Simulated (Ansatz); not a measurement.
`C=CCCCCCCCCCC`, relaxed with RKS PBE0-D4/def2-TZVP in the Gaussian-basis code of Ansatz from a PBE-D4/def2-SVP geometry. The force threshold is 0.005 eV/Å; the program also tests the step.

The species carries charge 0 and has multiplicity 1.

Start:

```xyz
36

C    -0.068    1.595    2.329
C     0.011    0.360    2.856
C    -1.135   -0.599    3.019
C    -0.903   -2.027    2.488
C    -0.801   -2.168    0.962
C     0.532   -1.727    0.345
C     0.640   -1.983   -1.165
C    -0.393   -1.244   -2.032
C    -0.402    0.286   -1.888
C     0.918    0.962   -2.280
C     0.856    2.495   -2.350
C     0.578    3.184   -1.012
H    -1.021    1.996    1.945
H     0.812    2.254    2.263
H     0.990    0.004    3.231
H    -2.048   -0.168    2.552
H    -1.357   -0.680    4.108
H     0.010   -2.454    2.962
H    -1.746   -2.656    2.847
H    -0.973   -3.235    0.692
H    -1.641   -1.607    0.495
H     1.357   -2.269    0.859
H     0.707   -0.651    0.558
H     1.665   -1.714   -1.501
H     0.543   -3.075   -1.356
H    -0.209   -1.504   -3.098
H    -1.411   -1.631   -1.805
H    -0.671    0.562   -0.845
H    -1.217    0.697   -2.525
H     1.237    0.570   -3.272
H     1.720    0.666   -1.568
H     1.818    2.872   -2.761
H     0.078    2.793   -3.090
H     0.594    4.288   -1.113
H     1.339    2.904   -0.253
H    -0.412    2.905   -0.598
```

```
         step  energy (eV)  largest force (eV/Å)  largest move (Å)
            1  -12825.1299                 0.551             0.000
            2  -12825.2668                 0.167             0.042
            3  -12825.2769                 0.075             0.049
            4  -12825.2783                 0.050             0.041
            5  -12825.2791                 0.010             0.014
 6 (rejected)  -12825.2790                 0.056             0.011
            7  -12825.2791                 0.003             0.006
            8  -12825.2794                 0.016             0.035
            9  -12825.2797                 0.019             0.054
           10  -12825.2800                 0.044             0.108
           11  -12825.2801                 0.063             0.016
           12  -12825.2806                 0.027             0.012
13 (rejected)  -12825.2802                 0.125             0.004
           14  -12825.2807                 0.014             0.002
           15  -12825.2809                 0.005             0.011
           16  -12825.2812                 0.045             0.056
           17  -12825.2814                 0.071             0.062
           18  -12825.2816                 0.040             0.036
           19  -12825.2818                 0.021             0.040
           20  -12825.2819                 0.023             0.033
           21  -12825.2819                 0.029             0.068
           22  -12825.2820                 0.012             0.012
           23  -12825.2820                 0.007             0.005
           24  -12825.2821                 0.003             0.004
           25  -12825.2821                 0.003             0.007
```

End:

```xyz
36

C    -0.445    1.564    2.213
C    -0.152    0.400    2.775
C    -1.133   -0.685    3.067
C    -0.770   -2.064    2.515
C    -0.753   -2.171    0.993
C     0.543   -1.720    0.335
C     0.573   -1.945   -1.172
C    -0.467   -1.155   -1.962
C    -0.379    0.359   -1.809
C     0.940    0.945   -2.291
C     0.953    2.466   -2.374
C     0.791    3.160   -1.032
H    -1.458    1.801    1.902
H     0.311    2.323    2.046
H     0.878    0.203    3.073
H    -2.120   -0.390    2.694
H    -1.228   -0.775    4.157
H     0.203   -2.373    2.915
H    -1.499   -2.777    2.915
H    -0.933   -3.215    0.709
H    -1.599   -1.602    0.590
H     1.373   -2.276    0.788
H     0.729   -0.666    0.560
H     1.572   -1.703   -1.548
H     0.428   -3.012   -1.375
H    -0.363   -1.409   -3.023
H    -1.471   -1.485   -1.675
H    -0.552    0.636   -0.764
H    -1.196    0.814   -2.381
H     1.166    0.534   -3.282
H     1.755    0.618   -1.634
H     1.894    2.788   -2.833
H     0.157    2.794   -3.054
H     0.864    4.245   -1.135
H     1.566    2.838   -0.330
H    -0.176    2.937   -0.576
```

It took 38 s on 11 threads of an AMD EPYC 7R13 on a shared host and a whole NVIDIA H100 80 GB, with 1.3 GiB of host memory at the peak.
